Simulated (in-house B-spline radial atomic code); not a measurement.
A radial electron density 4πr²n(r) was computed for an atom or ion in its tabulated ground configuration with an all-electron radial atomic-structure program (B-spline basis); method: Dirac-Hartree-Fock, average of configuration. Columns: r (bohr), 4πr²n(r) (electrons per bohr), bar.

```
0.000474    3.371 #
0.000585    4.691 #
0.000721    6.479 ##
0.000888    8.888 ###
  0.0011    12.22 ####
 0.00135    16.43 #####
 0.00166    21.94 #######
 0.00205    29.14 #########
 0.00253    38.11 ############
 0.00312     48.9 ###############
 0.00384    61.29 ###################
 0.00474    75.05 #######################
 0.00584    88.85 ###########################
  0.0072    101.3 ###############################
 0.00887    110.4 #################################
  0.0109    114.4 ###################################
  0.0135    112.8 ##################################
  0.0166    107.2 ################################
  0.0205    101.8 ###############################
  0.0253    102.7 ###############################
  0.0311    113.4 ##################################
  0.0384    131.2 ########################################
  0.0473    145.2 ############################################
  0.0583    144.2 ############################################
  0.0719    128.7 #######################################
  0.0886    115.6 ###################################
   0.109    121.1 #####################################
   0.135    135.9 #########################################
   0.166    130.1 #######################################
   0.205     98.7 ##############################
   0.252    75.82 #######################
   0.311    81.27 #########################
   0.383    89.55 ###########################
   0.473    73.64 ######################
   0.583    45.83 ##############
   0.718    28.17 #########
   0.885    21.59 #######
    1.09    16.72 #####
    1.35    10.24 ###
    1.66    4.829 #
    2.04    1.706 #
    2.52   0.4105 
    3.11  0.06226 
    3.83 0.005257 
    4.72 0.0002031
```

Q: Which atom or ion is it?
A. Au5+
B. Au4+
C. Pb6+
D. Hg5+

A: A. The area under the curve, ∫4πr²n dr = ∫r·4πr²n d(ln r) on this logarithmic grid, is 74 electrons, which only this option has. The configuration is [Xe] 4f14 5d6.
